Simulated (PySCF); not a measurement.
SnHFBr2, SMILES [F][SnH]([Br])[Br].

The structure is a stationary point at r2SCAN-D4/def2-SVP. The structure was generated by enumeration; whether it is a known compound was not checked. The def2 effective core potentials stand for the cores of Sn; spin–orbit coupling is left out.

All values below come from TDA-CAM-B3LYP/def2-SVPD (PySCF).

Vertical excitations. Gas-phase values at a fixed geometry. State labels are in the subgroup Cs.

List the lowest excited states. (An estimate is asked for; the answer gives what the named calculation found.)


| state | symmetry | energy (eV) | λ (nm) | f | main pairs |
|---|---|---|---|---|---|
| S1 | A" | 5.07 | 244 | 0.024 | HOMO→LUMO 86 % |
| S2 | A" | 5.16 | 240 | 0.007 | HOMO−1→LUMO 87 % |
| S3 | A' | 5.29 | 234 | 0.031 | HOMO−2→LUMO 92 % |
| S4 | A' | 5.41 | 229 | 0.019 | HOMO−3→LUMO 92 % |
| S5 | A" | 6.89 | 180 | 0.135 | HOMO−4→LUMO 63 %, HOMO→LUMO+1 20 %, HOMO−1→LUMO+1 10 % |
| S6 | A' | 7.03 | 176 | 0.047 | HOMO−5→LUMO 54 %, HOMO→LUMO+2 22 % |
| S7 | A" | 7.12 | 174 | 0.024 | HOMO→LUMO+1 58 %, HOMO−1→LUMO+1 33 % |
| S8 | A' | 7.18 | 173 | 0.001 | HOMO−2→LUMO+1 75 %, HOMO→LUMO+2 15 % |
| S9 | A" | 7.30 | 170 | 0.028 | HOMO−2→LUMO+2 42 %, HOMO−1→LUMO+1 26 %, HOMO→LUMO+1 12 %, HOMO−4→LUMO 8 % |
| S10 | A' | 7.42 | 167 | 0.029 | HOMO−1→LUMO+2 48 %, HOMO→LUMO+2 30 % |
| T1 | A" | 4.56 | 272 | 0 | HOMO→LUMO 93 % |
| T2 | A' | 4.69 | 265 | 0 | HOMO−2→LUMO 92 % |
| T3 | A" | 4.73 | 262 | 0 | HOMO−1→LUMO 92 % |
| T4 | A' | 4.92 | 252 | 0 | HOMO−3→LUMO 91 % |
Triplets are in the Tamm–Dancoff approximation.
